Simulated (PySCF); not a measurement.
An unknown is described by computed data only.

Elements present: C, F, H, O and Si. Monoisotopic mass: 97.9999 u.

| Quantity | Value |
| --- | --- |
| Dipole | 1.39 D [PBE0/def2-SVPD] |
| Rotational structure | rotational constants A, B, C: 6.037, 2.620, 2.453 GHz [GFN2-xTB] |
| NMR, other nuclei | isotropic shieldings of nuclei other than C and H, by class: 345 (1 O), 330 (2 F), 381 (1 Si) ppm [GIAO PBE0/pcSseg-1] |
| UV, first state | lowest singlet excitation: 6.92 eV (179 nm, f = 0.000) [TDDFT PBE0/def2-SVPD] |
| 13C NMR | chemical shifts (computed TMS as zero) by class: 127.6 (1 C) ppm [GIAO PBE0/pcSseg-1] |
| 1H NMR | chemical shifts (computed TMS as zero) by class: 6.19 (1 H), 4.96 (2 H), 1.62 (1 H) ppm [GIAO PBE0/pcSseg-1] |
| Polarisability | 44.3 au [PBE0/def2-SVPD] |
| Triplet | lowest triplet excitation (Tamm–Dancoff): 6.53 eV [TDA PBE0/def2-SVPD] |

Gas-phase values; electronic properties from PySCF, density fitting. Levels stand in brackets. The structure is a single GFN2-xTB conformer in the gas phase; no vibrational or solvent corrections. NMR classes are plain means over equivalent atoms (diastereotopic ones count apart unless rotation or inversion swaps them), as if these changed places fast.

Task: Which formula fits the mass and the elements?

Result: CH4F2OSi (calculated 97.9999). No other formula that holds each of these elements comes within 0.0003 u with a fitting electron parity and a possible valence count.

Task: Propose a structure and show how it fits.

Result: Numbering: `[OH:1][SiH2:2][CH:3]([F:4])[F:5]`. Its formula, CH4F2OSi, gives 0 degrees of unsaturation, so no ring and no π bond. The one carbon: CHF2 carbon [C3] (127.6 ppm). Hydrogen classes from least to most shielded: 1 H on a CHF2 carbon, C3 (6.19 ppm), 2 H on an oxygen-bound silicon, Si2 (4.96 ppm), 1 H on a silanol oxygen, O1 (1.62 ppm). The other shieldings belong to: 345 ppm, silanol oxygen [O1]; 330 ppm, fluorine of a CF2 group [F4/F5]; 381 ppm, oxygen-bound silicon [Si2]. By its constants the optimised geometry is an asymmetric top. Structure: `O[SiH2]C(F)F`. The assignments are read from this structure; whether some other isomer fits the data as well wasn't checked.

Shape of the structure used: `[OH:1][SiH2:2][CH:3]([F:4])[F:5]`: O1–Si2–C3–F4 -56°, H–O1–Si2–C3 29°.
